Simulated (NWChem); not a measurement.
Correlation energy of CH₂Cl

```xyz
4

C      0.0000     0.0000    -1.1183
Cl     0.0000     0.0000     0.5872
H      0.9680     0.0000    -1.6363
H     -0.9680     0.0000    -1.6363
```
Charge 0, spin multiplicity 2.

The numbers come from NWChem runs, not from measurements. Structure: optimised with UPBE/def2-SVP, a minimum by its harmonic frequencies.

Basis set: cc-pVDZ. Each correlation energy counts from its own Hartree-Fock reference.

The correlated methods keep 6 core orbitals frozen. The structure started from a generated list of species. The unpaired electrons of the parent sit in orbitals of symmetry b2 (C2v labels of the run); other states weren't searched. No SCF solution was tested for a lower state. Open-shell Hartree-Fock references start from PBE0 orbitals. Coupled-cluster values serve here as a point of comparison, not as the truth.

### Question
For the correlation energy, URI-MP2 gives -255.3 mHa and UMP2 gives -255.3 mHa. What do SCS-UMP2, CCSD on UHF, CCSD[T] on UHF give?

### Answer
SCS-UMP2: -251.0 mHa; CCSD on UHF: -285.0 mHa; CCSD[T] on UHF: -291.9 mHa.
